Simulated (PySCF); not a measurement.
**EPR parameters of C7H11O**

Compound: C7H11O (doublet state).
Z-matrix (Å and degrees, GFN2-xTB geometry), rows numbered from 1:
```
C 
C   1  1.4592
C   2  1.5816  1  113.89
C   3  1.5252  2  110.16  1   -58.09
C   3  1.4867  2  109.96  1    65.03
C   5  1.3398  3  126.97  2    82.69
C   6  1.4538  5  125.79  3     1.86
O   7  1.2087  6  124.43  5  -173.54
H   1  1.0733  2  120.26  3   -75.62
H   1  1.0721  2  121.26  3    98.96
H   2  1.0946  1  110.64  3   118.87
H   2  1.0915  1  110.61  3  -119.94
H   3  1.0932  2  105.93  1  -175.90
H   4  1.0875  3  110.53  2   -57.19
H   4  1.0878  3  110.55  2    62.86
H   4  1.0881  3  110.18  2  -176.91
H   5  1.0833  3  114.84  2   -94.35
H   6  1.0821  5  119.76  3  -177.44
H   7  1.1073  6  115.41  5     6.36
```

The hyperfine couplings belong to this conformer and change with its torsions.

As a line formula: `C[C@@H](/C=C\C=O)C[CH2]` [radical].

Computed, not measured: UKS B3LYP, pcH-1 on C H O, non-relativistic, mean-field spin-orbit, GIAO in PySCF 2.14.0. Geometry: GFN2-xTB, one conformer, isolated molecule. The geometry wasn't refined by DFT: couplings that depend on bond lengths, twists or pyramidal angles can differ widely from those at the functional's own minimum. No stability test was run, so a lower SCF solution isn't excluded.

* g1, g2, g3: 2.00220, 2.00278, 2.00301
* g_iso: 2.00266
* Form of g: rhombic: the two nearest values differ by 28 % of g3 − g1
* ⟨S²⟩: 0.7537 (exact 0.7500)
* Total energy: -348.52799 Eh

Isotropic coupling and dipolar principal values T1 to T3, in MHz; ρ(0) is the spin density at the nucleus:

```
atom  isotope  a_iso     T1     T2     T3  Mulliken spin population  ρ(0) (bohr⁻³)
  C1      13C   90.1  -80.6  -79.7  160.3                      1.07         0.0802
  C2      13C  -34.8   -2.0   -0.9    2.8                     -0.09        -0.0309
  C3      13C   77.5   -7.7   -7.0   14.7                      0.07         0.0689
  C4      13C    2.4   -1.5    0.2    1.3                      0.00         0.0022
  C5      13C   -2.3   -1.0    0.0    0.9                     -0.01        -0.0021
  C6      13C    0.3   -0.6   -0.2    0.8                      0.00         0.0002
  C7      13C    0.9   -0.2   -0.1    0.4                      0.00         0.0008
  O8      17O   -0.2   -1.0    0.4    0.6                      0.00         0.0004
  H9       1H  -62.7  -38.7   -0.4   39.1                     -0.05        -0.0140
 H10       1H  -63.7  -39.1    0.0   39.1                     -0.05        -0.0142
 H11       1H   69.8   -4.9   -4.4    9.3                      0.03         0.0156
 H12       1H   17.1   -5.0   -4.1    9.1                      0.01         0.0038
 H13       1H   -0.9   -4.4   -2.0    6.5                      0.00        -0.0002
 H14       1H    0.8   -2.1   -1.7    3.9                      0.00         0.0002
 H15       1H    0.3   -5.5   -3.0    8.5                      0.00         0.0001
 H16       1H   -0.8   -1.9   -0.9    2.8                      0.00        -0.0002
 H17       1H    2.0   -2.7   -2.0    4.7                      0.00         0.0004
 H18       1H   -0.3   -0.8   -0.7    1.6                      0.00        -0.0001
 H19       1H    0.0   -1.0   -0.8    1.9                      0.00         0.0000
```

The largest Mulliken spin populations are on C1 (+1.07), C2 (-0.09) and C3 (+0.07). No atom but C1 exceeds +0.15. The angles at C1 add up to 359.8°, so it is planar; its axial dipolar tensor and the negative couplings of its protons fit spin in a p orbital normal to that plane.

Axes: g2 points within 6° of the C1–C2 bond.

Under fast tumbling the dipolar parts average out, and these isotropic splittings remain: 1 × 1H (H11, I = 1/2, 2 lines) with 2.49 mT, 2 × 1H (H9/H10, I = 1/2, 3 lines) with 2.25 mT, 1 × 1H (H12, I = 1/2, 2 lines) with 0.61 mT, 1 × 1H (H17, I = 1/2, 2 lines) with 0.07 mT and 1 × 1H (H13, I = 1/2, 2 lines) with 0.03 mT.

Class means assume fast exchange of nuclei equivalent by connectivity; if that motion is slow, each nucleus keeps its own coupling.

The 13C coupling of C1 (90.1 MHz) shows only in satellite lines or after enrichment, since that isotope makes up about 1.07 % of natural carbon.

The run took 1.7 min (grids of density and orbitals included) on one thread, Arm Neoverse V1 (aarch64), shared host with 32 logical CPUs at a one-minute load of 31, and the process peaked at 1.1 GiB of memory.
